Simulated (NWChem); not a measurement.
System: boron monoxide dimer (B₂O₂); SMILES O=BB=O

NWChem printed, in part:

```
             Northwest Computational Chemistry Package (NWChem) 7.3.0
             --------------------------------------------------------

                             Geometry "geometry" -> ""
                             -------------------------

 Output coordinates in angstroms (scale by  1.889725989 to convert to a.u.)

  No.       Tag          Charge          X              Y              Z
 ---- ---------------- ---------- -------------- -------------- --------------
    1 O                    8.0000     0.00000000     0.00000000    -2.02543500
    2 B                    5.0000     0.00000000     0.00000000    -0.82622300
    3 B                    5.0000     0.00000000     0.00000000     0.82622300
    4 O                    8.0000     0.00000000     0.00000000     2.02543500

 Effective nuclear repulsion energy (a.u.)      66.5136065449

  xc_inp: hfexch multiplicative factor not found.
                              NWChem Property Module
                              ----------------------

  itol2e modified to match energy
  convergence criterion.

                                 NWChem DFT Module
                                 -----------------

 Summary of "ao basis" -> "ao basis" (spherical)
 ------------------------------------------------------------------------------
       Tag                 Description            Shells   Functions and Types
 ---------------- ------------------------------  ------  ---------------------
 O                          cc-pvtz                 10       30   4s3p2d1f
 B                          cc-pvtz                 10       30   4s3p2d1f

  itol2e modified to match energy
  convergence criterion.

            General Information
            -------------------
          SCF calculation type: DFT
          Wavefunction type:  closed shell.
          No. of atoms     :     4
          No. of electrons :    26
           Alpha electrons :    13
            Beta electrons :    13
          Charge           :     0
          Spin multiplicity:     1
          Use of symmetry is: off; symmetry adaption is: off
          Maximum number of iterations: 150
          AO basis - number of functions:   120
                     number of shells:    40
          Convergence on energy requested:  1.00D-07
          Convergence on density requested:  1.00D-05
          Convergence on gradient requested:  5.00D-04

              XC Information
              --------------
                     Hartree-Fock (Exact) Exchange  1.000

      Superposition of Atomic Density Guess
      -------------------------------------

 Sum of atomic energies:        -198.63028315

      Non-variational initial energy
      ------------------------------

 Total energy =    -199.617297
 1-e energy   =    -402.064627
 2-e energy   =     135.933723
 HOMO         =      -0.539284
 LUMO         =      -0.038479

   convergence    iter        energy       DeltaE   RMS-Dens  Diis-err
 ---------------- ----- ----------------- --------- --------- ---------
 d= 0,ls=0.0,diis     1   -199.0419697463 -2.66D+02  8.21D-03  1.71D+00
 d= 0,ls=0.0,diis     2   -199.0798275604 -3.79D-02  4.77D-03  1.92D+00
 d= 0,ls=0.0,diis     3   -199.2536878111 -1.74D-01  6.82D-04  6.26D-03
 d= 0,ls=0.0,diis     4   -199.2552355628 -1.55D-03  2.12D-04  4.55D-04
 d= 0,ls=0.0,diis     5   -199.2553508709 -1.15D-04  8.17D-05  4.87D-05
  Resetting Diis
 d= 0,ls=0.0,diis     6   -199.2553626775 -1.18D-05  1.87D-05  2.87D-06
 d= 0,ls=0.0,diis     7   -199.2553631901 -5.13D-07  2.07D-06  7.57D-08
 d= 0,ls=0.0,diis     8   -199.2553631993 -9.22D-09  5.37D-07  2.55D-08

         Total DFT energy =     -199.255363199317
      One electron energy =     -404.500517749857
           Coulomb energy =      163.011179655572
    Exchange-Corr. energy =      -24.279631649933
 Nuclear repulsion energy =       66.513606544900

 Numeric. integr. density =        0.000000000000

                       DFT Final Molecular Orbital Analysis
                       ------------------------------------

 Vector   11  Occ=2.000000D+00  E=-5.617556D-01
              MO Center= -1.4D-15, -1.6D-15, -1.9D-13, r^2= 3.9D+00
   Bfn.  Coefficient  Atom+Function         Bfn.  Coefficient  Atom+Function
  ----- ------------  ---------------      ----- ------------  ---------------
     8      0.225944  1 O  px                98      0.225944  4 O  px
     5      0.177083  1 O  px                95      0.177083  4 O  px
    11      0.154841  1 O  px               101      0.154841  4 O  px
     9      0.146489  1 O  py                99      0.146489  4 O  py
    38      0.119840  2 B  px                68      0.119840  3 B  px

 Vector   12  Occ=2.000000D+00  E=-5.398346D-01
              MO Center=  8.3D-16,  6.1D-16,  9.8D-14, r^2= 4.2D+00
   Bfn.  Coefficient  Atom+Function         Bfn.  Coefficient  Atom+Function
  ----- ------------  ---------------      ----- ------------  ---------------
     8      0.271604  1 O  px                98     -0.271604  4 O  px
     5      0.212545  1 O  px                95     -0.212545  4 O  px
    11      0.187959  1 O  px               101     -0.187959  4 O  px
    38      0.119420  2 B  px                68     -0.119420  3 B  px
    35      0.097063  2 B  px                65     -0.097063  3 B  px

[...]

          -----------------------
          Electric field gradient
          -----------------------

 1 a.u. = 0.324123 10**(16) esu/cm**3  ( or statvolts/cm**2 ) = 0.97174 10**(22) v/m**2

 ------------------------------------------------------------
   Atom      X         Y         Z
 ------------------------------------------------------------
    1 O    0.00000   0.00000  -3.82752
 ------------------------------------------------------------

 Electric field gradient in molecular frame (a.u.)
         XX             YY             ZZ             XY             XZ             YZ
 ------------------------------------------------------------------------------------------
       -0.364161      -0.364161       0.728322      -0.000000       0.000000       0.000000

 Principal components (a.u.) and orientation
 of principal axis w.r.t. absolute frame                      Asymmetry parameter eta
 --------------------------------------------------------------------------------------
        0.728322      -0.364161      -0.364161                       0.000000

        0.000000       1.000000      -0.000000
        0.000000      -0.000000       1.000000
        1.000000       0.000000       0.000000

 ------------------------------------------------------------
   Atom      X         Y         Z
 ------------------------------------------------------------
    2 B    0.00000   0.00000  -1.56134
 ------------------------------------------------------------

 Electric field gradient in molecular frame (a.u.)
         XX             YY             ZZ             XY             XZ             YZ
 ------------------------------------------------------------------------------------------
       -0.221153      -0.221153       0.442306      -0.000000       0.000000       0.000000

 Principal components (a.u.) and orientation
 of principal axis w.r.t. absolute frame                      Asymmetry parameter eta
 --------------------------------------------------------------------------------------
        0.442306      -0.221153      -0.221153                       0.000000

        0.000000      -0.000000       1.000000
        0.000000       1.000000      -0.000000
        1.000000       0.000000       0.000000

 ------------------------------------------------------------
   Atom      X         Y         Z
 ------------------------------------------------------------
    3 B    0.00000   0.00000   1.56134
 ------------------------------------------------------------

 Electric field gradient in molecular frame (a.u.)
         XX             YY             ZZ             XY             XZ             YZ
 ------------------------------------------------------------------------------------------
       -0.221153      -0.221153       0.442306      -0.000000      -0.000000       0.000000

 Principal components (a.u.) and orientation
 of principal axis w.r.t. absolute frame                      Asymmetry parameter eta
 --------------------------------------------------------------------------------------
        0.442306      -0.221153      -0.221153                       0.000000

       -0.000000      -0.000000       1.000000
        0.000000       1.000000      -0.000000
        1.000000       0.000000      -0.000000

 ------------------------------------------------------------
   Atom      X         Y         Z
 ------------------------------------------------------------
    4 O    0.00000   0.00000   3.82752
 ------------------------------------------------------------

 Electric field gradient in molecular frame (a.u.)
         XX             YY             ZZ             XY             XZ             YZ
 ------------------------------------------------------------------------------------------
       -0.364161      -0.364161       0.728322       0.000000      -0.000000      -0.000000

 Principal components (a.u.) and orientation
 of principal axis w.r.t. absolute frame                      Asymmetry parameter eta
 --------------------------------------------------------------------------------------
        0.728322      -0.364161      -0.364161                       0.000000

       -0.000000       1.000000       0.000000
       -0.000000       0.000000       1.000000
        1.000000      -0.000000      -0.000000
```

Level: Hartree-Fock/cc-pVTZ. Coordinates come from a PBE0/def2-SVP optimisation. NWChem prints the field gradient with the sign opposite to the second derivative of the potential.

Task: Reconstruct the input file.

Result: Several could match; the one computed here: the input that was run:
```
start job
memory heap 200 mb stack 700 mb global 900 mb
geometry units angstroms noautosym nocenter noautoz
  O      0.000000     0.000000    -2.025435
  B      0.000000     0.000000    -0.826223
  B      0.000000     0.000000     0.826223
  O      0.000000     0.000000     2.025435
end
basis spherical
  * library cc-pvtz
end
dft
  xc hfexch
  iterations 150
end
property
  efieldgrad
end
task dft property
```
